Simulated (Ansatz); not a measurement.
Input for Ansatz (an electronic-structure program): R-B3LYP-D3(BJ)/def2-TZVP on C3H6O (SMILES C=CCO).

Ansatz 0.2 input:
```yaml
crystal:
  periodic: [false, false, false]
  atoms:
    - {symbol: C, position_ang: [1.47728093, -0.52426197, -0.54112460]}
    - {symbol: C, position_ang: [0.19796744, -0.54553989, -0.22129384]}
    - {symbol: C, position_ang: [-0.56000402, 0.62206331, 0.33771932]}
    - {symbol: O, position_ang: [-1.76086207, 0.88396020, -0.35462895]}
    - {symbol: H, position_ang: [2.07483693, 0.36414233, -0.42119779]}
    - {symbol: H, position_ang: [1.98295169, -1.39272143, -0.92761516]}
    - {symbol: H, position_ang: [-0.38743015, -1.44829427, -0.35404128]}
    - {symbol: H, position_ang: [-0.77506961, 0.43063705, 1.40362904]}
    - {symbol: H, position_ang: [0.03048352, 1.53741806, 0.26479570]}
    - {symbol: H, position_ang: [-2.28015466, 0.07259661, -0.39180945]}
basis:
  gaussian:
    orbitals: def2-TZVP
hamiltonian:
  xc: b3lyp
  dispersion: d3bj
relax: {f_tol: 0.003, max_steps: 120}
scf: {lower_state_search: off}
```

Problem. Predict the final total energy.

Solution. -193.2098 hartree.

Problem. How many basis functions does it have, and what does it roughly cost on one machine?

Solution. 160 functions; very roughly 40 core-seconds.
